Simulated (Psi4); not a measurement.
Psi4 input (wB97X-D/6-31G*):

```
memory 1500 MB

molecule {
0 2
C     1.46871900   -0.10220400   -0.17749300
C     0.20127400   -0.01291600   -0.01782900
O    -1.06597100    0.15715700    0.07537200
H    -1.49218500   -0.56653100    0.56895600
symmetry c1
no_reorient
no_com
}

set {
  basis 6-31G*
  reference uks
  scf_type pk
  dft_radial_points 99
  dft_spherical_points 590
  e_convergence 1e-8
  d_convergence 1e-7
  maxiter 150
}

e = energy('wb97x-d')
print_out(f'\nFINAL {e:.10f} DIPOLE {variable("CURRENT DIPOLE")[0]:.6f} {variable("CURRENT DIPOLE")[1]:.6f} {variable("CURRENT DIPOLE")[2]:.6f}\n')
```

From the output:

```
  HONO-1 :   10  A 1.9995705
  HONO-0 :   11  A 1.0000000
  LUNO+0 :   12  A 0.0004295
  LUNO+1 :   13  A 0.0003283
  LUNO+2 :   14  A 0.0001362
  LUNO+3 :   15  A 0.0000643

Computation Completed

Properties will be evaluated at   0.000000,   0.000000,   0.000000 [a0]

Properties computed using the SCF density matrix

 Multipole Moments:

 ------------------------------------------------------------------------------------
     Multipole            Electronic (a.u.)      Nuclear  (a.u.)        Total (a.u.)
 ------------------------------------------------------------------------------------

 L = 1.  Multiply by 2.5417464519 to convert [e a0] to [Debye]
 Dipole X            :         -1.5997208            0.0000094           -1.5997114
 Dipole Y            :         -0.4423478            0.0000094           -0.4423384
 Dipole Z            :          0.5274888           -0.0000000            0.5274888
 Magnitude           :                                                    1.7415465

 ------------------------------------------------------------------------------------

FINAL -151.7716204072 DIPOLE -1.599711 -0.442338 0.527489

*** Psi4 exiting successfully. Buy a developer a beer!
```

The geometry given is a B3LYP-D3(BJ)/def2-TZVP minimum.
